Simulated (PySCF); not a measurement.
# Relaxation of singlet TeOCl₄

These are results of PBE in PySCF with Te def2-SVP with ECP28, O def2-SVP, Cl def2-SVP; scalar-relativistic core potentials, no spin–orbit coupling; density-fitted integrals, not measurements. A (50,194) grid was used.

A start at the PBE0 minimum, of C2v symmetry, held to at least that symmetry:

Coordinates in bohr (charge 0 multiplicity 1):
```
Te    0.0000    0.0000    0.5260
O     0.0000    0.0000    3.9294
Cl    4.4717    0.0000    0.0609
Cl    0.0000    3.7071   -1.9366
Cl   -4.4717    0.0000    0.0609
Cl    0.0000   -3.7071   -1.9366
```

(1) What forces act on the atoms at the start (eV/Å)?

(2) What does it relax to?

(3) How much energy is released, and in how many steps?

## Answers

(1) 
```
atom     Fx     Fy     Fz
 Te1   0.00   0.00  -0.25
  O2   0.00   0.00   0.95
 Cl3   0.50   0.00  -0.04
 Cl4   0.00   0.49  -0.32
 Cl5  -0.50   0.00  -0.04
 Cl6   0.00  -0.49  -0.32
```

(2) It ends at C2v with Te–Cl 2.400 Å (×2), Te–Cl 2.417 Å (×2), Te–O 1.825 Å; Cl–Te–Cl 86.6° (×4), Cl–Te–Cl 114.0°, Cl–Te–Cl 167.4°, Cl–Te–O 96.3° (×2), Cl–Te–O 123.0° (×2) (after a last refinement on a finer grid). A frequency run shows a minimum. Other isomers or separated fragments may lie lower.

(3) 5.2 kJ/mol in 5 steps.
